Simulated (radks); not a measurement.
Values are calculated unless marked as measured or tabulated.
Neutral dysprosium inside a hard spherical wall (all orbitals vanish at R), configuration held at [Xe] 4f10 6s2 and not refilled when levels cross. Code: a radial shooting solver on a logarithmic mesh with Libxc functionals. Model: scalar-relativistic Kohn-Sham, PBE, spin-polarised, spherical densities, finite nucleus; open shells are filled with parallel spins first (spin-orbit coupling, left out, can overturn this in heavy ions); Fermi nuclear charge, rms radius 5.2218 fm. Eigenvalues in eV for spin up, with the zero of energy where the potential of the charges vanishes at infinity; a dash marks a level that is unbound or too diffuse for the functional's potential to be trusted. A positive occupied level is held by the wall or, in an anion where self-interaction has pushed it up, behind a barrier. The pressure on the wall is -dE/dV.

R (bohr),E (hartree),kinetic (hartree),e(5s),e(5p),e(4f),e(6s),"e(5d, empty)","e(6p, empty)",pressure (GPa)
free,-12156.2832,13112.525,-49.686,-25.920,-4.369,-3.805,-1.303,-1.178,0
20,-12156.2832,13112.525,-49.686,-25.920,-4.369,-3.805,-1.303,-1.177,< 0.0001
15,-12156.2832,13112.525,-49.684,-25.917,-4.366,-3.803,-1.299,-1.162,0.000192
12,-12156.2829,13112.529,-49.651,-25.885,-4.334,-3.778,-1.265,-1.073,0.00600
8,-12156.2661,13112.639,-49.003,-25.246,-3.696,-3.206,-0.642,0.085,0.582
6,-12156.1732,13113.057,-47.380,-23.673,-2.077,-1.175,1.043,3.470,6.75
4,-12155.4184,13115.899,-42.000,-18.587,3.730,10.592,7.864,20.499,151
3.5,-12154.6557,13118.775,-38.509,-15.166,7.812,20.574,12.810,33.631,419
3,-12152.9295,13125.196,-32.318,-8.698,15.303,40.418,22.090,58.170,1350
2.5,-12148.5172,13140.785,-19.968,5.202,29.971,83.404,41.465,108.21,5270
2,-12135.4403,13183.297,9.949,40.384,60.799,187.10,88.133,222.95,26300
